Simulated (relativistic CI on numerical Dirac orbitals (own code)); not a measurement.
**Ta⁵⁺: L2,3 absorption edge**

Computed with this model: Dirac-Coulomb-Breit CI, separate exchange-only KLI orbitals for each configuration, model QED (radiative potential, 1s self-energy scaled to tabulated hydrogen-like ionisation energies), valence Slater integrals scaled by 0.8, multiplet model of core-to-valence dipole absorption; configurations [Xe] 4f14 → [He] 2s2 2p5 3s2 3p6 3d10 4s2 4p6 4d10 4f14 5s2 5p6 5d; 300 K; Lorentzian 5 eV and Gaussian 1 eV FWHM. Energies are those of the free ion, without screening or charge transfer. The branching ratio is the share of the lower-energy edge in the whole absorption, uncertain by about 0.02 where the edges overlap. S is read from ⟨S²⟩ = S(S + 1).

Field parameters in Wybourne normalisation: Td as Oh with Dq negative (B⁴₀ = 21Dq, B⁴₄ = √(5/14) B⁴₀). The field is a parameter set, without covalency.

free ion: ground-state S = 0.00, centroid 10251.85 eV, branching ratio 0.708. Peaks (eV, height): 9884.5 (100), 11140.5 (42).

Td, 10Dq = -15600 cm⁻¹: ground-state S = 0.00, centroid 10251.85 eV, branching ratio 0.708. Peaks (eV, height): 9885.0 (100), 11140.5 (40).

The statistical ratio of this edge is 2/3 = 0.667. Values above it arise where the holes sit mainly in the j = l + 1/2 valence subshell or the ground state has high spin; values below it where core-valence Coulomb terms move weight to the upper edge, as in nearly empty shells. At deep edges of heavy elements the radial integrals of the two core levels differ, which raises the baseline.

Strongest unbroadened transitions for free ion:

```
Energy (eV)  Relative strength
    9883.38                2.8
    9884.77              100.0
   11140.53               42.5
```
